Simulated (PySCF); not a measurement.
Molecule: 3-Pyridine Carbaldehyde, C6H5NO.

Geometry:
| atom | x (Å) | y (Å) | z (Å) |
| --- | --- | --- | --- |
| O1 | -2.576 | 1.659 | -0.209 |
| C2 | -2.204 | 0.515 | -0.138 |
| C3 | -0.785 | 0.107 | -0.057 |
| C4 | 0.237 | 1.063 | -0.068 |
| C5 | 1.550 | 0.626 | 0.015 |
| C6 | 1.787 | -0.751 | 0.108 |
| N7 | 0.824 | -1.669 | 0.119 |
| C8 | -0.431 | -1.242 | 0.038 |
| H9 | -2.935 | -0.333 | -0.130 |
| H10 | -0.029 | 2.121 | -0.142 |
| H11 | 2.386 | 1.328 | 0.010 |
| H12 | 2.815 | -1.125 | 0.178 |
| H13 | -1.215 | -2.010 | 0.047 |

Spin–spin couplings on one PBE0-D3(BJ)/def2-SVP geometry, PySCF 2.14, gas phase, non-relativistic, equivalent pairs averaged (spin–dipole term only in couplings to heteroatoms); isotopes $^{13}$C, $^{1}$H; functional B3LYP.

Problem. How do the couplings (Hz) change with the basis set? Times are CPU seconds on shared hosts with different chips, so compare them loosely. Far from the basis limit: 6-31G-J, pcJ-0, 6-31G*, def2-TZVP, cc-pVTZ.

Solution. 
| basis set | functions | $^{1}J$(C6,H12) | $^{1}J$(C8,H13) | $^{1}J$(C2,H9) | $^{1}J$(C4,H10) | $^{1}J$(C5,H11) | $^{1}J$(C3,C8) | $^{1}J$(C4,C5) | core-s |
| --- | --- | --- | --- | --- | --- | --- | --- | --- | --- |
| 6-31G-J | 116 | 197.6 | 195.0 | 187.3 | 181.7 | 179.8 | 59.9 | 59.8 | 12 |
| pcJ-0 | 119 | 169.1 | 168.1 | 162.7 | 161.0 | 157.2 | 45.0 | 47.9 | 12 |
| 6-31G* | 122 | 180.5 | 179.5 | 176.6 | 166.8 | 162.5 | 76.2 | 82.8 | 14 |
| pcJ-1 | 266 | 188.2 | 185.4 | 179.3 | 175.3 | 172.9 | 61.0 | 60.4 | 46 |
| def2-TZVP | 278 | 179.2 | 176.7 | 170.9 | 166.6 | 164.3 | 60.8 | 59.2 | 44 |
| cc-pVTZ | 310 | 169.6 | 167.0 | 163.6 | 158.3 | 155.6 | 63.9 | 59.9 | 52 |

The Fermi-contact term samples the wavefunction at the nucleus, which is why sets with added tight s functions (names with J) are made for couplings.
